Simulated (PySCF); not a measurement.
FOS, SMILES O=[S]F, multiplicity 2. The structure is a stationary point at B3LYP-D3(BJ)/def2-TZVP. The isomer is the one that the SMILES or the coordinates give; other isomers of the formula were not compared.

Computed equilibrium geometry at B3LYP-D3(BJ)/def2-TZVP (PySCF confirms it by a frequency run) as bond lengths and angles, and its point group:
point group Cs.
Atoms: O1 S2 F3. Bonded distances (Å): O1–S2 1.458, S2–F3 1.623. Angles (°): O1–S2–F3 108.2.
Charge 0, spin multiplicity 2.
